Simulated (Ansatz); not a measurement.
Input file for Ansatz (an electronic-structure program): R-B3LYP-D3(BJ)/def2-TZVP on FGaH2 (SMILES [F][GaH2]).

Ansatz 0.2 input:
```yaml
crystal:
  periodic: [false, false, false]
  atoms:
    - {symbol: Ga, position_ang: [-0.04367540, -0.07612509, 0.02361724]}
    - {symbol: H, position_ang: [0.67388816, -0.87149342, 1.12286707]}
    - {symbol: H, position_ang: [-1.35839713, -0.41899570, -0.69984413]}
    - {symbol: F, position_ang: [0.69919050, 1.40009684, -0.47476226]}
basis:
  gaussian:
    orbitals: def2-TZVP
hamiltonian:
  xc: b3lyp
  dispersion: d3bj
relax: {f_tol: 0.003, max_steps: 120}
```

The log:

```
WARN ansatz: RAYON_NUM_THREADS=1 ignored (pool sized by the plan → 1); use --threads N
Functional definition: B3LYP
integrals: 0.02 GiB planned
647 factors; their error is unknown
mean field: 0.24 GiB planned
mean field evaluation 1: about -55127.7755 eV, gradient 4.7e1 eV
mean field evaluation 2: about -55115.3139 eV, gradient 1.0e2 eV
mean field evaluation 4: about -55130.6980 eV, gradient 5.1e0 eV
mean field evaluation 8: about -55130.7172 eV, gradient 1.7e-2 eV
mean field -55130.87352213 eV, -2026.0222328900 hartree, gradient 3.7e-5 eV, S^2 0.000000; 0 other end points of the search recorded, 0 dependent functions left out
the calculation of the forces begins
reference -55130.87372120 eV, -2026.0222402058 hartree; 21, 21 occupied and 70, 70 virtual orbitals, 647 factors
relax step   1: F+E_penalty+E_count = -55130.93245779 eV  Δ(F+E_penalty+E_count) = +0.000e0 eV  max|allowed force component| = 9.619e-1 eV/Å  Δτ_max = 0.0000 Å  (24 SCF iters, accepted)
these checks for a lower state are left out or cut short: starts, cluster_reference, orbital_swaps, neighbouring_geometries, increment
integrals: 0.02 GiB planned
647 factors; their error is unknown
mean field: 0.24 GiB planned
mean field evaluation 16: about -55130.7434 eV, gradient 2.1e0 eV
mean field -55130.90263283 eV, -2026.0233026887 hartree, gradient 2.6e-5 eV, S^2 0.000000; 0 other end points of the search recorded, 0 dependent functions left out
the calculation of the forces begins
reference -55130.90283190 eV, -2026.0233100043 hartree; 21, 21 occupied and 70, 70 virtual orbitals, 647 factors
relax step   2: F+E_penalty+E_count = -55130.96139257 eV  Δ(F+E_penalty+E_count) = -2.893e-2 eV  max|allowed force component| = 5.253e-1 eV/Å  Δτ_max = 0.0321 Å  (27 SCF iters, accepted)
these checks for a lower state are left out or cut short: starts, cluster_reference, orbital_swaps, neighbouring_geometries, increment
integrals: 0.02 GiB planned
647 factors; their error is unknown
mean field: 0.24 GiB planned
mean field -55130.91051488 eV, -2026.0235923487 hartree, gradient 2.5e-5 eV, S^2 0.000000; 0 other end points of the search recorded, 0 dependent functions left out
the calculation of the forces begins
reference -55130.91071396 eV, -2026.0235996644 hartree; 21, 21 occupied and 70, 70 virtual orbitals, 647 factors
relax step   3: F+E_penalty+E_count = -55130.96917474 eV  Δ(F+E_penalty+E_count) = -7.782e-3 eV  max|allowed force component| = 1.894e-2 eV/Å  Δτ_max = 0.0164 Å  (27 SCF iters, accepted)
these checks for a lower state are left out or cut short: starts, cluster_reference, orbital_swaps, neighbouring_geometries, increment
integrals: 0.02 GiB planned
647 factors; their error is unknown
mean field: 0.24 GiB planned
mean field evaluation 32: about -55130.9105 eV, gradient 1.7e-5 eV
mean field -55130.91053108 eV, -2026.0235929438 hartree, gradient 4.1e-5 eV, S^2 0.000000; 0 other end points of the search recorded, 0 dependent functions left out
the calculation of the forces begins
reference -55130.91073013 eV, -2026.0236002588 hartree; 21, 21 occupied and 70, 70 virtual orbitals, 647 factors
relax step   4: F+E_penalty+E_count = -55130.96920090 eV  Δ(F+E_penalty+E_count) = -2.616e-5 eV  max|allowed force component| = 7.256e-4 eV/Å  Δτ_max = 0.0017 Å  (19 SCF iters, accepted)
integrals: 0.02 GiB planned
647 factors; their error is unknown
mean field: 0.24 GiB planned
mean field -55130.91053108 eV, -2026.0235929438 hartree, gradient 4.1e-5 eV, S^2 0.000000; 1 other end points of the search recorded, 0 dependent functions left out
the calculation of the forces begins
reference -55130.91073013 eV, -2026.0236002588 hartree; 21, 21 occupied and 70, 70 virtual orbitals, 647 factors
Total energy: -55130.96939995 eV, -2026.0257563349 hartree
Atom 0 at    -0.064542    -0.103215     0.030049 Å, force    -0.000195    -0.000361     0.000099 eV/Å
Atom 1 at     0.712375    -0.862778     1.144152 Å, force     0.000034     0.000607    -0.000401 eV/Å
Atom 2 at    -1.387663    -0.407447    -0.730580 Å, force     0.000519     0.000479     0.000048 eV/Å
Atom 3 at     0.710836     1.406924    -0.471743 Å, force    -0.000359    -0.000726     0.000255 eV/Å
Dipole moment:    -0.209558    -0.408139     0.135620 e Å
```

Self-consistency was reached.

Cost: very roughly 5 core-seconds.
